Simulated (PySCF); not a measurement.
Species: C6H9ClF (doublet state).
Structure used (GFN2-xTB), in Å, numbered top down from 1:
```xyz
17
C6H9ClF angstrom
C      2.9990    0.5597   -0.2131
C      1.5975    0.7089    0.1855
C      0.8690   -0.6769    0.2579
C     -0.5453   -0.5046    0.6775
F     -0.7307   -0.5731    2.0225
C     -1.6098   -0.2428   -0.0797
C     -3.0057   -0.0404    0.4015
Cl    -1.3951   -0.1239   -1.7935
H      3.7709    0.4382    0.5217
H      3.2502    0.3945   -1.2431
H      1.5181    1.1750    1.1694
H      1.0519    1.3141   -0.5434
H      0.9148   -1.1521   -0.7213
H      1.3815   -1.3044    0.9876
H     -3.3311    0.9781    0.1916
H     -3.0583   -0.2168    1.4724
H     -3.6838   -0.7215   -0.1104
```

The hyperfine couplings belong to this conformer and change with its torsions.

As a line formula: `[CH2]CC/C(F)=C(/C)Cl` [radical].

Computed, not measured: UKS B3LYP, pcH-1 on C Cl F H, non-relativistic, mean-field spin-orbit, GIAO in PySCF 2.14.0. Geometry: GFN2-xTB, one conformer, isolated molecule. Couplings are sensitive to structure, and on GFN2-xTB geometries they can be far from those on DFT ones. Stability of the SCF solution: not tested.

Question: What are g_iso and the isotropic 13C coupling of C3?

Answer: g_iso = 2.00261 and a = +100.13 MHz, or +3.572 mT (Mulliken spin population +0.06). 13C makes up about 1.07 % of the natural element, so this concerns labelled samples or satellites.

Question: For one electron spin and this one nucleus (I = 1/2, g_N = 1.4048), compare first-order, second-order and exact resonance fields at 9.395 GHz.

Answer: First order: B = B0 − a·mI with B0 = 335.189 mT. Second order subtracts a²[I(I+1) − mI²]/(2B0). The exact fields come from the Breit–Rabi levels of H = g μB B Sz − g_N μN B Iz + a S·I.

| mI | first order (mT) | second order (mT) | exact (mT) | exact − first order |
| --- | --- | --- | --- | --- |
| −1/2 | 336.975 | 336.966 | 336.966 | -0.009 |
| +1/2 | 333.403 | 333.393 | 333.393 | -0.010 |

Question: What g and a would be read from the two outer exact lines by first-order rules?

Answer: Their midpoint, 335.180 mT, gives an apparent g of 2.00266 (true 2.00261), and their distance over 2I an apparent |a| of 3.572 mT (true 3.572).

Question: Give the zero-field levels of this pair of spins.

Answer: F = I ± 1/2 = 1 and 0, at a·I/2 = +25.0 MHz and −a(I+1)/2 = -75.1 MHz, that is |a|(I + 1/2) = 100.1 MHz apart; F = 0 lies lower.

Other couplings of abundant isotopes, left aside here: 2 × 1H 62 MHz, 2 × 1H 37 MHz, 2 × 1H 5 MHz, 1 × 19F 3 MHz.

Means are taken over nuclei equivalent by connectivity, which assumes that they swap fast. The 1H value of +36.7 MHz is a mean of couplings from 23.4 to 49.9 MHz in this one geometry, not an average over conformers.
